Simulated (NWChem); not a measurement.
# Relativistic effects in GeI

```
Ge
I 1 2.5334
```
Charge 0, spin multiplicity 2.

Program: NWChem. All single points use one geometry, from UPBE0/def2-SVP with def2 effective core potentials on I, a minimum by its harmonic frequencies.

Functional PBE0, all-electron basis x2c-SVPall-2c, contracted for the X2C Hamiltonian and used here with ZORA. The ion keeps the geometry and has multiplicity 1 in the scalar run; the spin-orbit run starts from the same electron counts.

The cost column gives rough processor time relative to scalar ZORA; each entry includes its own SCF.

This spin state was chosen for the runs; another may lie lower. The structure started from a generated list of species. The stability of the SCF solutions was not checked.

| Hamiltonian | ΔSCF ionisation energy (eV) | relative cost |
|---|---|---|
| scalar ZORA | 7.29 | 1 |
| spin-orbit ZORA | (withheld) | under 3 |

Q: Complete the blanks.

A: 
- spin-orbit ZORA, ΔSCF ionisation energy (eV): 7.34
